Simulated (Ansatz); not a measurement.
One change: `BOC=C` becomes `C=C[O][InH2]`.

Ansatz, PBE0-D4/def2-TZVP geometries, multiplicity 1. Each molecule was computed in one conformer, which needn't be the lowest.

Elements past krypton have def2 core potentials.

| property | `BOC=C` |
| --- | --- |
| HOMO–LUMO gap (ωB97M-V/def2-TZVPP) / eV | 10.82 |
| LUMO energy (B3LYP/def2-TZVPP) / eV | -1.08 |
| HOMO energy (PBE/def2-TZVPP) / eV | -6.43 |
| LUMO energy (ωB97M-V/def2-TZVPP) / eV | 1.07 |
| HOMO–LUMO gap (PBE/def2-TZVPP) / eV | 4.58 |
| zero-point energy (PBE0-D4/def2-TZVP) / kJ/mol | 180.0 |

Task: What does the change do to each property? (An estimate is asked.)

Result: Ansatz gave: 
```tsv
property	`C=C[O][InH2]`	shift
HOMO–LUMO gap (ωB97M-V/def2-TZVPP) / eV	8.15	-2.67
LUMO energy (B3LYP/def2-TZVPP) / eV	-2.09	-1.01
HOMO energy (PBE/def2-TZVPP) / eV	-5.19	1.24
LUMO energy (ωB97M-V/def2-TZVPP) / eV	-0.34	-1.41
HOMO–LUMO gap (PBE/def2-TZVPP) / eV	2.68	-1.90
zero-point energy (PBE0-D4/def2-TZVP) / kJ/mol	152.0	-28.0
```

With PBE0 the HOMO rises by 1.24 eV and the LUMO falls by 0.98 eV, so the gap narrows by about 2.22 eV. PBE moves the HOMO by 1.24 eV and ωB97M-V by 1.26 eV.

B3LYP here is the variant with VWN-RPA as its local correlation; programs differ in this.
